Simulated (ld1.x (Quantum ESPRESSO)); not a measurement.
# F (Z = 9), TM semilocal: configuration errors across variants

F (Z = 9), norm-conserving Troullier–Martins (semilocal form), made with ld1.x (Quantum ESPRESSO) 7.5 (PBEsol, scalar-relativistic). Core [He], reference 2s2 2p3.5 (charge +1.5). Waves: 2p (bound): rc 0.90 bohr; 2s (bound): rc 0.75 bohr. Local part: the s channel. Core correction: Bessel-smoothed model core inside 0.40 bohr.

All-electron excitation energies from the reference (eV): (1) 2s2 2p5 -35.873; (2) 2s2 2p4 -16.556; (3) 2s2 2p3 21.722; (4) 2s2 2p2 82.211; (5) 2s2 2p5.3 -38.525; (6) 2s1 2p6 -17.177; (7) 2s2 2p4.5 -28.363.

A semilocal file is local in each channel, so a ghost entry of none says nothing of the separable form that plane-wave codes build from it.

Errors AE − PS in meV (a dash: test not solved or not reliable):

| change | (1) | (2) | (3) | (4) | (5) | (6) | (7) | bound ghosts |
| --- | --- | --- | --- | --- | --- | --- | --- | --- |
| base | +0.6 | +1.6 | +0.8 | +39 | -1.1 | +20 | +2.1 | none |
| all radii but the core radius scaled by about 0.78 (s 0.58, p 0.70 bohr) | +1.9 | +1.1 | -0.7 | +8.1 | +1.8 | +0.5 | +1.8 | none |
| all radii but the core radius scaled by about 0.88 (s 0.66, p 0.80 bohr) | +0.8 | +1.1 | -0.4 | +16 | 0.0 | +4.2 | +1.6 | none |
| all radii but the core radius scaled by about 1.03 (s 0.78, p 0.92 bohr) | +1.1 | +1.7 | +1.3 | +48 | -0.7 | +26 | +2.5 | none |
| all radii but the core radius scaled by about 1.14 (s 0.86, p 1.02 bohr) | +2.3 | +2.6 | +3.6 | +87 | -0.6 | +52 | +4.3 | none |
| all radii but the core radius scaled by about 1.25 (s 0.94, p 1.12 bohr) | +4.0 | +3.6 | +6.2 | +129 | -0.1 | +77 | +6.4 | none |

Task: Give the same row for: all radii but the core radius scaled by about 1.38 (s 1.04, p 1.24 bohr).

Result: +7.7, +5.7, +11, +209, +1.4, +120, +11; bound ghosts: none.
